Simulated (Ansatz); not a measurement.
Zn₁₃O₁₃H₃₀, 56 atoms. Hardware: 11 threads of AMD EPYC 7R13 on a shared host and a whole NVIDIA H100 80GB HBM3.

Single mean-field runs in def2-SVP, def2-TZVP are fitted with def2-universal-jkfit.

Q: How many basis functions does each of these Ansatz runs have, and roughly what does it cost? r2SCAN-D4/def2-TZVP, charge 0 singlet, energy and forces, from earlier orbitals; PBE-D4/def2-TZVP, charge -1 doublet at the geometry of the charge 0 singlet, energy, from earlier orbitals; PBE-D4/def2-TZVP, charge 0 singlet, energy and forces, from earlier orbitals; PBE0-D4/def2-TZVP, charge 1 doublet at the geometry of the charge 0 singlet, energy; PBE0-D4/def2-TZVP, charge 0 triplet at the geometry of the charge 0 singlet, energy; PBE0-D4/def2-TZVP, charge 0 singlet, energy, from earlier orbitals; PBE0-D4/def2-TZVP, charge -1 doublet at the geometry of the charge 0 singlet, energy; PBE-D4/def2-SVP, charge 0 singlet, energy, from earlier orbitals; PBE-D4/def2-TZVP, charge 0 triplet at the geometry of the charge 0 singlet, energy, from earlier orbitals; PBE-D4/def2-SVP, charge 0 singlet, relaxation, 37 steps; PBE0-D4/def2-SVP, charge 0 singlet, energy, from earlier orbitals; PBE-D4/def2-TZVP, charge 1 doublet at the geometry of the charge 0 singlet, energy, from earlier orbitals.

A: Other jobs shared the machine, so times can vary by a factor of up to 3. A dash marks memory too small to be measured apart from the calling script's.

```csv
run,functions,fitting or Cholesky vectors,wall time,peak host memory (GiB)
"PBE-D4/def2-SVP, charge 0 singlet, energy, from earlier orbitals",735,4973,4.1 s,–
"PBE0-D4/def2-SVP, charge 0 singlet, energy, from earlier orbitals",735,4973,5.5 s,–
"PBE-D4/def2-TZVP, charge 0 singlet, energy and forces, from earlier orbitals",1207,4973,8 s,–
"r2SCAN-D4/def2-TZVP, charge 0 singlet, energy and forces, from earlier orbitals",1207,4973,8.5 s,–
"PBE-D4/def2-TZVP, charge -1 doublet at the geometry of the charge 0 singlet, energy, from earlier orbitals",1207,4973,9.5 s,–
"PBE0-D4/def2-TZVP, charge 0 singlet, energy, from earlier orbitals",1207,4973,10 s,–
"PBE-D4/def2-TZVP, charge 1 doublet at the geometry of the charge 0 singlet, energy, from earlier orbitals",1207,4973,13 s,2.2
"PBE-D4/def2-TZVP, charge 0 triplet at the geometry of the charge 0 singlet, energy, from earlier orbitals",1207,4973,15 s,2.2
"PBE0-D4/def2-TZVP, charge -1 doublet at the geometry of the charge 0 singlet, energy",1207,4973,18 s,2
"PBE0-D4/def2-TZVP, charge 1 doublet at the geometry of the charge 0 singlet, energy",1207,4973,28 s,2.2
"PBE0-D4/def2-TZVP, charge 0 triplet at the geometry of the charge 0 singlet, energy",1207,4973,44 s,2.3
"PBE-D4/def2-SVP, charge 0 singlet, relaxation, 37 steps",735,4973,1.9 min,–
```
